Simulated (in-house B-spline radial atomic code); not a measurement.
Inner levels of technetium as electrons are removed. A shift is the extra binding of the orbital against the neutral atom ([Kr] 4d3/2(4) 4d5/2(1) 5s2). The density at the nucleus is averaged over the nuclear charge. Computed with an all-electron radial atomic-structure program (B-spline basis): Dirac-Hartree-Fock, jj configuration that fills j = l - 1/2 first, finite nuclei.

A number in brackets counts the electrons of a j subshell.

```csv
ion,configuration,shift of 3p1/2 (eV),shift of 2s1/2 (eV),shift of 2p1/2 (eV),radius of 3p1/2 (bohr),radius of 2s1/2 (bohr),radius of 2p1/2 (bohr),Σ<r²> (bohr²),change of density at nucleus (bohr⁻³)
Tc,[Kr] 4d3/2(4) 4d5/2(1) 5s2,0,0,0,0.40723,0.14895,0.1272,61.508,-
Tc+,[Kr] 4d3/2(4) 4d5/2(1) 5s1,7.3213,7.3009,7.3275,0.40723,0.14895,0.1272,43.353,-8.0549
Tc2+,[Kr] 4d3/2(4) 4d5/2(1),15.94,15.9,15.97,0.40723,0.14895,0.1272,30.949,-21.764
Tc3+,[Kr] 4d3/2(4),30.792,30.819,30.979,0.40716,0.14895,0.1272,26.058,-17.272
Tc4+,[Kr] 4d3/2(3),47.478,47.784,47.852,0.40703,0.14895,0.12719,22.257,-10.884
Tc5+,[Kr] 4d3/2(2),65.707,66.435,66.386,0.40685,0.14894,0.12719,19.106,-2.9355
Tc6+,[Kr] 4d3/2(1),85.348,86.655,86.464,0.40661,0.14894,0.12718,16.415,6.4921
Tc7+,[Ar] 3d10 4s2 4p6,106.31,108.36,108.01,0.40631,0.14893,0.12717,14.07,17.34
Tc8+,[Ar] 3d10 4s2 4p1/2(2) 4p3/2(3),130.89,133.9,133.76,0.40587,0.14892,0.12715,12.364,34.448
Tc9+,[Ar] 3d10 4s2 4p1/2(2) 4p3/2(2),156.38,160.48,160.59,0.40538,0.1489,0.12713,10.785,52.618
Tc10+,[Ar] 3d10 4s2 4p1/2(2) 4p3/2(1),182.75,188.1,188.47,0.40484,0.14888,0.12711,9.3186,71.851
Tc11+,[Ar] 3d10 4s2 4p1/2(2),209.98,216.72,217.39,0.40425,0.14886,0.12709,7.9511,92.142
```
